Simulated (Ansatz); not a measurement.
The cluster Ir₄, relaxed as a singlet with RKS r2SCAN-D4/def2-SVP in Ansatz, starting from the GFN2-xTB geometry. Force threshold 0.02 eV/Å.

In the def2 sets Ir takes a core potential; there is no spin–orbit coupling. The restricted singlet is unstable towards broken spin symmetry at other levels; at r2SCAN-D4/def2-SVP this wasn't settled. The relaxation made no stability test and no search for a lower SCF solution. At r2SCAN-D4/def2-SVP a quintet of charge 0 lies 0.70 eV below the restricted singlet, each at its own geometry. The structure comes from a short search, and lower isomers may exist.

Start:

Cartesian coordinates in Å:
```
Ir 0.687 0.284 -1.062
Ir 1.271 1.374 0.970
Ir -1.278 -1.367 -0.972
Ir -0.681 -0.292 1.064
```

```json
{"step": "1", "energy (eV)": "-11359.0732", "largest force component (eV/Å)": "3.598", "SCF passes": "74"}
{"step": "2 (rejected)", "energy (eV)": "-11359.0448", "largest force component (eV/Å)": "6.044", "SCF passes": "52"}
{"step": "3", "energy (eV)": "-11359.6053", "largest force component (eV/Å)": "0.773", "SCF passes": "42"}
{"step": "4", "energy (eV)": "-11359.6469", "largest force component (eV/Å)": "0.555", "SCF passes": "40"}
{"step": "5", "energy (eV)": "-11359.7176", "largest force component (eV/Å)": "0.363", "SCF passes": "50"}
{"step": "6", "energy (eV)": "-11359.8872", "largest force component (eV/Å)": "0.823", "SCF passes": "47"}
{"step": "7", "energy (eV)": "-11359.9234", "largest force component (eV/Å)": "0.456", "SCF passes": "37"}
{"step": "8", "energy (eV)": "-11359.9299", "largest force component (eV/Å)": "0.196", "SCF passes": "46"}
{"step": "9", "energy (eV)": "-11359.9356", "largest force component (eV/Å)": "0.110", "SCF passes": "36"}
{"step": "10", "energy (eV)": "-11359.9362", "largest force component (eV/Å)": "0.032", "SCF passes": "33"}
{"step": "11", "energy (eV)": "-11359.9363", "largest force component (eV/Å)": "0.022", "SCF passes": "33"}
{"step": "12", "energy (eV)": "-11359.9363", "largest force component (eV/Å)": "0.013", "SCF passes": "34"}
```

Force components are those of the run's own axes.

End:

Cartesian coordinates in Å:
```
Ir 0.784 -0.001 -0.969
Ir 0.977 1.491 0.880
Ir -1.357 -1.049 -1.005
Ir -0.404 -0.441 1.094
```

By distances, no bond broke or formed. The bond that changes most is Ir2–Ir4, from 2.57 to 2.38 Å (atoms count from 1).

No frequencies were taken in this run, so the end may be a saddle point.

Hardware: 4 threads of Arm Neoverse V1 on a shared host. Wall time 57 s.
